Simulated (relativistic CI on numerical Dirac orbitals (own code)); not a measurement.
## Pt³⁺: resonant inelastic scattering at the N6,7 edge

Computed with this model: Dirac-Coulomb-Breit CI, separate exchange-only KLI orbitals for each configuration, model QED, valence Slater integrals scaled by 0.9, Kramers-Heisenberg scattering through one core-hole configuration in a parametric crystal field; configurations [Xe] 4f14 5d7 → [Xe] 4f13 5d8; 300 K; core-hole width 0.18 eV; summed over polarisations. Incident energies are the highest absorption maxima for each field (at most a few, so the weaker spin-orbit partner edge can be absent), on the computed scale of the free ion. Intensities are in per cent of the strongest line above 0.02 eV; levels within 1 cm⁻¹ are merged; final levels count from the ground level, the first row holds all elastic scattering, lines under 0.4 are left out and each table stops after 24 rows. The scale of the Slater integrals is a model choice and moves the terms in proportion.

Field parameters in Wybourne normalisation: Oh B⁴₀ = 21Dq, B⁴₄ = √(5/14) B⁴₀. The field is a parameter set, without covalency.

S is read from ⟨S²⟩ = S(S + 1).

Oh, 10Dq = 7000 cm⁻¹:

```csv
Final level (eV),Degeneracy,Irrep,S,70.5 eV,71.3 eV,71.7 eV
0.000,2,Γ6,1.43,107.0,277.4,214.7
0.111,4,Γ8,1.38,56.2,100.0,86.8
0.380,4,Γ8,1.32,3.5,98.1,17.4
1.307,4,Γ8,1.26,1.6,13.3,17.8
1.563,4,Γ8,1.24,0.8,6.4,5.3
1.585,2,Γ6,1.46,1.5,4.0,0.8
1.742,2,Γ7,1.30,0.0,0.2,0.5
2.012,4,Γ8,1.12,0.4,3.4,9.1
2.141,4,Γ8,0.95,0.9,0.5,0.8
2.413,4,Γ8,0.82,2.3,4.0,0.6
2.528,2,Γ7,1.38,0.1,0.5,0.2
2.663,4,Γ8,1.22,1.0,1.2,2.0
2.786,2,Γ6,0.66,7.1,5.6,1.3
2.841,4,Γ8,1.47,0.1,1.0,0.2
3.011,2,Γ6,0.89,0.4,1.4,0.9
3.185,2,Γ6,0.88,0.5,3.9,1.6
3.189,4,Γ8,0.72,0.6,0.5,0.8
3.235,2,Γ7,0.78,0.0,0.1,0.4
3.517,4,Γ8,0.69,0.6,1.6,0.6
3.634,4,Γ8,0.60,0.1,4.7,6.1
3.639,2,Γ7,0.54,0.1,0.8,0.5
3.748,2,Γ6,0.53,0.6,1.1,0.4
4.144,4,Γ8,0.95,0.1,0.5,1.8
4.273,4,Γ8,0.78,0.3,0.3,0.7
```

Oh, 10Dq = 15850 cm⁻¹:

```csv
Final level (eV),Degeneracy,Irrep,S,70.4 eV,71.5 eV,72 eV
0.000,4,Γ8,1.09,191.1,594.0,69.3
0.083,2,Γ6,1.46,24.5,8.0,11.5
0.425,4,Γ8,1.34,62.7,100.0,49.4
1.203,2,Γ7,1.48,3.7,1.1,0.5
1.519,4,Γ8,1.17,6.8,5.9,2.1
1.697,4,Γ8,0.93,2.0,68.8,27.0
2.310,2,Γ7,0.97,0.6,2.1,0.4
2.393,2,Γ6,1.25,2.2,0.4,1.0
2.436,4,Γ8,1.03,7.1,2.5,4.8
2.652,4,Γ8,1.04,5.0,31.5,6.1
2.699,4,Γ8,1.10,2.2,5.7,1.9
3.022,2,Γ6,0.89,2.7,0.6,0.3
3.198,2,Γ7,1.33,0.5,0.3,1.2
3.291,2,Γ6,0.70,0.6,2.5,0.0
3.416,4,Γ8,1.12,0.5,3.9,4.6
3.766,4,Γ8,1.23,0.3,2.3,1.7
4.128,2,Γ6,0.97,0.4,0.5,0.7
4.140,4,Γ8,1.16,0.1,1.4,0.6
4.371,4,Γ8,0.88,0.5,4.5,1.4
4.433,2,Γ7,0.73,0.1,1.0,0.2
4.640,4,Γ8,0.81,0.1,2.0,0.4
4.711,2,Γ6,0.65,0.8,0.3,0.7
4.951,4,Γ8,0.94,0.1,0.5,0.4
5.135,2,Γ7,0.54,0.1,0.4,0.5
```

Oh, 10Dq = 24650 cm⁻¹:

| Final level (eV) | Degeneracy | Irrep | S | 71 eV | 72.1 eV | 75.4 eV |
| --- | --- | --- | --- | --- | --- | --- |
| 0.000 | 4 | Γ8 | 0.74 | 193.6 | 430.9 | 32.5 |
| 0.820 | 2 | Γ6 | 1.47 | 2.7 | 2.2 | 0.5 |
| 1.120 | 4 | Γ8 | 1.42 | 36.2 | 18.4 | 0.9 |
| 1.879 | 2 | Γ7 | 1.49 | 0.3 | 0.4 | 0.9 |
| 2.025 | 4 | Γ8 | 1.37 | 13.8 | 3.2 | 8.2 |
| 2.601 | 4 | Γ8 | 0.70 | 2.3 | 100.0 | 5.8 |
| 3.212 | 2 | Γ7 | 0.68 | 0.5 | 3.4 | 9.9 |
| 3.257 | 4 | Γ8 | 0.64 | 31.8 | 4.0 | 19.1 |
| 3.389 | 2 | Γ6 | 0.67 | 2.8 | 0.6 | 7.3 |
| 3.684 | 4 | Γ8 | 0.77 | 8.3 | 62.0 | 19.0 |
| 4.094 | 2 | Γ6 | 0.63 | 2.4 | 4.4 | 5.1 |
| 4.238 | 4 | Γ8 | 1.41 | 0.1 | 0.2 | 2.0 |
| 4.417 | 2 | Γ6 | 1.38 | 0.3 | 0.1 | 0.7 |
| 4.684 | 2 | Γ7 | 1.26 | 0.1 | 1.2 | 5.1 |
| 4.784 | 4 | Γ8 | 1.31 | 1.0 | 1.5 | 3.9 |
| 5.010 | 2 | Γ7 | 1.07 | 0.1 | 0.7 | 0.7 |
| 5.271 | 4 | Γ8 | 1.04 | 0.6 | 1.1 | 3.5 |
| 5.751 | 4 | Γ8 | 1.18 | 0.2 | 0.3 | 4.4 |
| 5.814 | 2 | Γ6 | 1.02 | 0.6 | 0.2 | 0.2 |
| 5.828 | 2 | Γ7 | 1.17 | 0.0 | 0.8 | 0.9 |
| 5.975 | 4 | Γ8 | 1.04 | 0.9 | 1.3 | 1.8 |
| 6.355 | 4 | Γ8 | 0.75 | 0.4 | 0.8 | 2.7 |
| 6.378 | 2 | Γ6 | 0.79 | 0.1 | 0.2 | 0.9 |
| 6.564 | 4 | Γ8 | 0.85 | 0.1 | 0.4 | 0.2 |

For the first field the strongest loss at the lowest incident energy is the level at 0.11 eV (S = 1.38, against 1.43 in the thermal ground state).
